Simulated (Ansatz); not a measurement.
Input file for Ansatz (a quantum-chemistry and plane-wave program): R-r2SCAN/def2-TZVPPD on CH7FSi (a complex), monomers drawn apart or pushed together. Files ending in .json are basis or fitting sets from the Basis Set Exchange.

Ansatz 0.2 input:
```yaml
crystal:
  periodic: [false, false, false]
  atoms:
    - {symbol: Si, position_ang: [0.12859651, -0.11517574, 0.19653468]}
    - {symbol: H, position_ang: [0.47176160, -1.52352107, 0.48203356]}
    - {symbol: H, position_ang: [-1.24484987, 0.18356929, 0.65977926]}
    - {symbol: H, position_ang: [0.19705063, 0.11724844, -1.26637512]}
    - {symbol: H, position_ang: [1.08659517, 0.79310306, 0.86536081]}
    - {symbol: C, position_ang: [-0.55634926, 0.81383098, 5.10684149]}
    - {symbol: F, position_ang: [-0.17976801, -0.41487814, 4.57137010]}
    - {symbol: H, position_ang: [-1.52749398, 1.09034097, 4.69590314]}
    - {symbol: H, position_ang: [-0.61714923, 0.71543658, 6.19088723]}
    - {symbol: H, position_ang: [0.19320452, 1.55719958, 4.83480395]}
basis:
  gaussian:
    orbitals: def2-TZVPPD.json
hamiltonian:
  xc: {name: r2SCAN}
scf: {lower_state_search: off}
```

Program output:

```
WARN ansatz: RAYON_NUM_THREADS=1 ignored (pool sized by the plan → 1); use --threads N
Functional definition: r2SCAN
these checks for a lower state are left out or cut short: stability, starts, cluster_reference, orbital_swaps, neighbouring_geometries, increment
integrals: 0.13 GiB planned
1089 factors; their error is unknown
mean field: 0.99 GiB planned
mean field evaluation 1: about -11740.6754 eV, gradient 3.9e1 eV
mean field evaluation 2: about -11740.2536 eV, gradient 4.2e1 eV
mean field evaluation 4: about -11744.1408 eV, gradient 2.5e0 eV
mean field evaluation 8: about -11744.1509 eV, gradient 3.3e-2 eV
mean field evaluation 16: about -11744.1161 eV, gradient 1.8e-5 eV
mean field -11744.11610551 eV, -431.5883064298 hartree, gradient 1.6e-6 eV, S^2 0.000000; 0 other end points of the search recorded, 0 dependent functions left out
reference -11744.11612262 eV, -431.5883070585 hartree; 18, 18 occupied and 226, 226 virtual orbitals, 1089 factors
Total energy: -11744.11612262 eV, -431.5883070585 hartree
Checks for a lower state left out: stability, starts, cluster_reference, orbital_swaps, neighbouring_geometries, increment
```

The run converged.

Cost: roughly 5 core-seconds.
